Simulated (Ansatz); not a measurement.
A structure relaxed at PBE-D4/def2-SVP in Ansatz, charge 0, singlet:

```xyz
6

Re    0.0413    0.2818    0.3350
O    -0.5331    1.9006    0.3675
O    -0.6765   -0.6045    1.6216
O     1.7430    0.2744    0.5802
O    -0.4064   -0.4664   -1.3362
H    -0.1682   -1.3859   -1.5681
```

Problem. Give its formula, name or SMILES and point group.

Solution. ReO3(OH) (ReO₄H). Point group Cs (tolerance 0.1 Å).

Problem. Summarise the bond lengths by kind (pairs closer than 1.2 times the sum of covalent radii, bridged metal pairs left out).

Solution. 4 × O–Re 1.72 to 1.89 Å; 1 × H–O 0.98 Å. The metal has 4 neighbours: O 1.72 Å, O 1.72 Å, O 1.72 Å, O 1.89 Å.

In the def2 sets Re takes a core potential; there is no spin–orbit coupling.
